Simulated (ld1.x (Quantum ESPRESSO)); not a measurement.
## Scattering properties, TM semilocal potential for arsenic

ld1.x (Quantum ESPRESSO) 7.5 input, shortened:

```
&input
   title='As', zed=33., rel=1, dft='PBESOL', iswitch=3,
   config='[Ar] 3d10 4s2 4p2.5'
 /
 &inputp
   pseudotype=1, tm=.true., lloc=1,
   nlcc=.false.
 /
3
4S  1  0   2.00   0.00  1.75  1.75  0.0
3D  3  2  10.00   0.00  0.80  0.80  0.0
4P  2  1   2.50   0.00  1.40  1.40  0.0
 &test
   configts(1)='3d10 4s2 4p2.5'
 /
```

The phase is arctan(r·u′/u) with u = r·R(r), unwrapped; energies in Ry, scanned from -5 to 5 Ry. A pole is an energy at which the radial function vanishes at the test radius. The pseudo phase is shifted by a multiple of π to meet the all-electron one at the reference energy, and phase errors are pseudo minus all-electron; the curves can meet again beyond the range given. Levels narrower than the energy grid can be missing from the lists of poles.

| channel | radius (bohr) | reference energy (Ry) | poles, all-electron | poles, pseudo | unbroken range about the reference energy with phases within 0.05 rad | phase error 1 Ry above the reference energy (rad) |
| --- | --- | --- | --- | --- | --- | --- |
| s | 1.91 | -1.38 | 1.70 | 1.55 | below 4.0 | -0.003 |
| p | 1.91 | -0.67 | 3.36 | 2.85 | below 3.4 | -0.010 |
| d | 1.91 | -3.33 | -3.23 | -3.23 | the whole range | +0.000 |

A Bessel basis up to 400 Ry misses an occupied level by 0.02 Ry, so cutoffs and ghosts were not judged.

Phases in the p channel:

```csv
E (Ry),all-electron,pseudo
-5.00,1.290,1.286
-4.74,1.279,1.275
-4.48,1.266,1.263
-4.22,1.253,1.249
-3.96,1.237,1.233
-3.70,1.219,1.215
-3.44,1.198,1.194
-3.18,1.174,1.170
-2.92,1.145,1.141
-2.66,1.110,1.106
-2.40,1.067,1.063
-2.14,1.013,1.008
-1.88,0.942,0.938
-1.62,0.848,0.845
-1.36,0.719,0.716
-1.10,0.536,0.535
-0.84,0.282,0.282
-0.58,-0.044,-0.044
-0.32,-0.392,-0.394
-0.06,-0.690,-0.695
0.20,-0.911,-0.920
0.46,-1.069,-1.080
0.72,-1.182,-1.195
0.98,-1.266,-1.281
1.24,-1.330,-1.347
1.50,-1.380,-1.399
1.76,-1.421,-1.442
2.02,-1.455,-1.479
2.28,-1.483,-1.511
2.54,-1.508,-1.539
2.80,-1.530,-1.566
3.06,-1.550,-1.590
3.32,-1.568,-1.614
3.58,-1.585,-1.639
3.84,-1.600,-1.663
4.10,-1.615,-1.690
4.36,-1.629,-1.720
4.62,-1.643,-1.754
4.88,-1.657,-1.796
```
